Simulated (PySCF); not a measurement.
Coordinates in bohr (charge 0 multiplicity 4):
```
Tc    0.0000    0.0000    1.0028
S     0.0000    0.0000    4.9294
I     4.4252    0.0000   -1.0065
I    -4.4252    0.0000   -1.0065
```

Level of theory: UPBE0 in PySCF with Tc def2-SVP with ECP28, S def2-SVP, I def2-SVP with ECP28; scalar-relativistic core potentials, no spin–orbit coupling; density-fitted integrals.

This geometry of TcSI2 is a stationary point at this level.

Problem. What is the point group?

Solution. C2v.

Problem. Is it a minimum?

Solution. Yes: all harmonic wavenumbers are real, though the softest, 52 cm⁻¹, leaves little margin.

Problem. Which band is strongest in the infrared?

Solution. 287 cm⁻¹ (b2), 43 km/mol.

Problem. What is the atomisation energy, with and without zero-point energy?

Solution. 957 kJ/mol without, 949 kJ/mol with.

Only a few start shapes were tried, so a lower isomer may exist. Open d and f shells are described by one determinant, and the ground state may have another occupation or spin. No spin–orbit coupling is included, which matters more the heavier the element.
